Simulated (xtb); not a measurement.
B(OH)(SiH3)2 (BH7OSi2), SMILES [SiH3]B([SiH3])O. All values are semi-empirical tight-binding results from xtb (GFN2-xTB unless named), good for trends rather than for accurate numbers. The structure is a stationary point at GFN2-xTB. The structure was generated by enumeration, and PubChem lists no compound with its InChIKey, so it may never have been made. Other conformers were not sampled.

```yaml
orbital_gap: 2.79 eV
dipole_moment: 2.50 D
zero_point_energy: 40.8 kcal/mol
G − E(el) at 298.15 K (modified RRHO): 20.6 kcal/mol
static polarisability (D4 model): 77.8 bohr³
solvation energy, GFN2-xTB/ALPB(water): -4.0 kcal/mol
solvation energy, GFN2-xTB/ALPB(ch2cl2): -3.0 kcal/mol
```
